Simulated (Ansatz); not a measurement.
Harmonic frequencies (cm⁻¹) at PBE0-D4/def2-TZVP from Ansatz: 82, 280, 304, 348, 454, 490, 546, 553, 801, 867, 928, 1135, 1222, 1382, 1444, 3182, 3323, 3809.

Each molecule was computed in one conformer, which needn't be the lowest.

(1) Which molecule is it?
A. `[CH2]S(=O)(=O)O`•
B. `N[SiH][SiH3]`•
C. `[SiH3]O[B]S`•
D. `[CH3][Ge]([OH])[OH]`•

## Answers

(1) A.
